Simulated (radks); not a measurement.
Task: These are the eigenvalues of the occupied orbitals of an atom or ion with whole-number occupations (Ry). Method: scalar-relativistic Kohn-Sham, r2SCAN, spin-polarised, spherical densities, finite nucleus; meta-GGA in the generalised Kohn-Sham scheme; Fermi nuclear charge, rms radius of each element as measured or else 0.836 A^(1/3) + 0.57 fm; computed with a radial shooting solver on a logarithmic mesh with Libxc functionals.

| orbital | eigenvalue |
|---|---|
| 1s | -6482.530 |
| 2s | -1162.750 |
| 2p | -997.6370 |
| 3s | -280.9402 |
| 3p | -233.3909 |
| 3d | -184.7152 |
| 4s | -65.08369 |
| 4p | -49.43434 |
| 4d | -31.20430 |
| 5s | -12.03230 |
| 4f | -11.11595 |
| 5p | -7.70718 |
| 5d | -2.83116 |
| 6s | -2.03212 |

Which element is it, and in what charge state? The configuration may be excited. Open shells, if any, are filled with parallel spins first.

Result: Z = 82, lead, charge +2: Pb2+ in [Hg]. The list shows which subshells hold electrons but not how many an open one holds; the 1s level, -3241.3 hartree, gives Z - s = 80.5 by -(Z - s)^2/2, which with screening and relativity narrows Z to a few neighbours, and the depths of the outer levels then fix element, charge and occupations together.
